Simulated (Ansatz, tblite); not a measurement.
Isomers of Li4F5⁻ (singlet), found by a short tight-binding search and relaxed with B3LYP-D4/def2-SVPD in Ansatz.

The xTB rows come from tblite. Correlated methods freeze 5 core orbitals; core or outer-core shells of Li are correlated, in sets that lack core-valence functions.

Other spin states weren't relaxed.

A:

Cartesian coordinates in Å:
```
Li -1.088 1.187 0.211
Li 0.286 -1.673 1.552
Li -0.443 -0.312 -1.535
Li 1.212 1.001 -0.414
F 0.069 -0.400 0.366
F -1.963 0.517 -1.172
F 1.159 0.260 -2.019
F 0.282 2.297 0.350
F 0.487 -2.879 2.661
```

B:

```xyz
9

Li   -1.302    1.109    0.268
Li   -1.060   -1.324    0.349
Li    1.257   -1.119   -0.410
Li    1.015    1.315   -0.489
F     0.330   -2.432    0.351
F    -0.157    2.467    0.189
F     2.420    0.224   -0.495
F    -0.256   -0.052   -0.795
F    -2.247   -0.189    1.032
```

C:

```xyz
9

Li    1.695   -0.788    0.023
Li   -1.494    0.969    0.886
Li    0.173    1.072   -0.776
Li   -0.824   -1.048   -0.131
F    -2.361   -0.544    0.514
F     3.219   -1.394    0.320
F     0.258    0.152    0.914
F     0.400   -0.627   -1.428
F    -1.066    2.207   -0.322
```

D:

Cartesian coordinates in Å:
```
Li 2.118 -1.140 1.646
Li -2.019 2.790 -0.376
Li -0.430 -0.202 -0.607
Li 1.114 -2.113 -0.199
F -2.589 4.308 0.017
F -0.080 -1.797 -1.396
F -1.418 1.225 -0.773
F 2.472 -2.628 0.902
F 0.833 -0.443 0.785
```

Estimate which lies lowest at each level, and how far above it the others are (eV).


```json
{"level": "GFN1-xTB", "A": "0.58", "B": "0.00", "C": "0.52", "D": "0.64"}
{"level": "GFN2-xTB", "A": "0.41", "B": "0.00", "C": "0.47", "D": "0.60"}
{"level": "HF/def2-SVPD", "A": "1.04", "B": "0.00", "C": "1.08", "D": "1.10"}
{"level": "HF/def2-TZVPD", "A": "1.02", "B": "0.00", "C": "1.07", "D": "1.05"}
{"level": "PBE-D4/def2-TZVPD", "A": "0.94", "B": "0.00", "C": "0.97", "D": "1.01"}
{"level": "BLYP-D4/def2-TZVPD", "A": "0.92", "B": "0.00", "C": "0.98", "D": "0.96"}
{"level": "r2SCAN-D4/def2-TZVPD", "A": "1.01", "B": "0.00", "C": "0.99", "D": "1.15"}
{"level": "PBE0-D4/def2-TZVPD", "A": "0.99", "B": "0.00", "C": "1.01", "D": "1.07"}
{"level": "r2SCAN0-D4/def2-TZVPD", "A": "1.03", "B": "0.00", "C": "1.02", "D": "1.16"}
{"level": "BHLYP-D4/def2-TZVPD", "A": "1.04", "B": "0.00", "C": "1.06", "D": "1.12"}
{"level": "MP2/def2-SVPD", "A": "1.00", "B": "0.00", "C": "1.03", "D": "1.09"}
{"level": "MP2/def2-TZVPD", "A": "0.99", "B": "0.00", "C": "1.02", "D": "1.06"}
{"level": "CCSD/def2-SVPD", "A": "1.02", "B": "0.00", "C": "1.04", "D": "1.12"}
{"level": "CCSD(T)/def2-SVPD", "A": "1.02", "B": "0.00", "C": "1.03", "D": "1.12"}
```
Point groups (tolerance 0.1 Å): A C3v, B C4v, C Cs, D not assigned. Lower isomers may exist.
